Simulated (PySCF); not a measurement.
**InI: one state, many levels of theory**

State: ¹Σ⁺ (singlet), closed shell. Set-up: PySCF, scalar-relativistic core potentials, basis sets In def2-SVP with ECP28, I def2-SVP with ECP28. De refers to In + I in their high-spin ground configurations, without counterpoise correction. A positive dipole means In(−)I(+).

| Level | Re (Å) | ωe (cm⁻¹) | De (eV) | μ (D) | CPU s a point (SCF and correlation, without the integrals) |
| --- | --- | --- | --- | --- | --- |
| RHF | 2.830 | 168 | 2.60 | -4.19 | 0.054 |
| RHF-MP2 | 2.787 | 181 | 3.47 | n/a | 0.099 |
| RHF-SCS-MP2 | 2.799 | 178 | 3.34 | n/a | n/a |
| RHF-CCSD | 2.798 | 179 | 3.27 | n/a | n/a |
| RHF-CCSD(T) | 2.796 | 179 | 3.34 | n/a | 2.4 |
| PBE | 2.812 | 171 | 3.74 | -3.40 | 0.61 |
| PW91 | 2.809 | 171 | 3.77 | -3.37 | 0.47 |
| BP86 | 2.814 | 170 | 3.71 | -3.44 | 0.45 |
| r²SCAN | 2.789 | 177 | 3.70 | -3.46 | 0.84 |
| TPSSh | 2.802 | 173 | 3.70 | -3.62 | 0.92 |
| PBE0 | 2.791 | 176 | 3.64 | -3.62 | 1 |

**Question.** Which functional lies closest to RHF-CCSD(T) in De, which farthest, and by how much do they differ from it?

**Answer.** Closest is PBE0 (-0.5 pm in Re, -1.7 % in ωe, +0.30 eV in De against RHF-CCSD(T) in the same basis), farthest PW91 (+1.3 pm in Re, -4.5 % in ωe, +0.43 eV in De). CCSD(T) converges more slowly with the basis than the functionals do and binds too weakly in this one, so the order can change at the basis-set limit.

**Question.** What does all correlation do here, going from RHF to RHF-CCSD(T)?

**Answer.** RHF-CCSD(T) less RHF: -3.4 pm in Re, +6.5 % in ωe, +0.74 eV in De. Correlation nearly always deepens the well. The bond shortens, as in weak, metallic or heavy-atom bonds, where dispersion and the correlation of outer-core electrons pull the atoms together.

Correlated steps freeze 8 core orbitals. Correlated levels converge slowly with the basis: in double zeta they bind strong bonds too weakly, by up to about 1 eV, and carry superposition errors of some tenths. Spin–orbit coupling is left out, which matters for elements this heavy, above all for dissociation energies. Where the molecule has an RHF reference, its open-shell atoms are computed with UHF.

The whole job (state search and all levels along the bond) took about 1.5 min on 1 thread of Arm Neoverse V2 (shared host), peak memory 0.57 GiB.
